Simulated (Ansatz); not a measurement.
This Ansatz (an electronic-structure program) input (PBE/3-21G) gives -99.07704 Eh with 9 basis functions. A basis named .json is the Basis Set Exchange file of that set (core-valence sets with the plain set on hydrogen).

Ansatz 0.2 input:
```yaml
crystal:
  periodic: [false, false, false]
  atoms:
    - {symbol: F, position_ang: [0.00000000, 0.00000000, 0.00000000]}
basis:
  gaussian:
    orbitals: 3-21G.json
hamiltonian:
  xc: {name: PBE}
magnetization: {spin_polarized: true, initial_magnetization: 1}
scf: {lower_state_search: full}
```

Change:
```diff
- orbitals: 3-21G.json
+ orbitals: def2-TZVP
```

**Question.** What does the run give now?

**Answer.** -99.66912 Eh (PBE/def2-TZVP, 31 functions), a change of -592.08 mEh.
